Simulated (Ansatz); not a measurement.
Molecule: chloro selenohypochlorite, SeCl$_{2}$, net charge 0, singlet state. 
Coordinates optimised at B3LYP-D3(BJ)/def2-TZVP (Ansatz, a quantum-chemistry and plane-wave program):
```
Se
Cl 1 2.1758
Cl 1 2.1758 2 101.74
```
Charge 0, spin multiplicity 1.

Property: vertical electron affinity (to the doublet state of charge -1; a negative value means that the extra electron is unbound and the number depends on the basis; each state is the SCF solution reached for its spin), in eV. Cores are frozen in the correlated levels unless marked. UHF or UKS for open shells. No spin-orbit coupling. Frozen are the shells of the preceding noble gas and the d and f shells that filled before the atom's block. No relativistic terms. Anions need diffuse functions: def2-D sets add few. CBS marks a two-point X^-3 extrapolation of the correlation energy; Hartree-Fock from the larger set. [CCSD(T)-MP2]/basis is that difference in the basis named.

```
level         program  vertical electron affinity (eV)
------------  -------  -------------------------------
HF/def2-SVPD   Ansatz                             0.43
```

Estimate the value at RI-MP2/CBS(def2-TZVPPD,def2-QZVPPD)+[CCSD(T)-MP2]/def2-TZVPPD as computed with Ansatz.

0.86 eV, so HF/def2-SVPD differs from it by -0.43 eV.
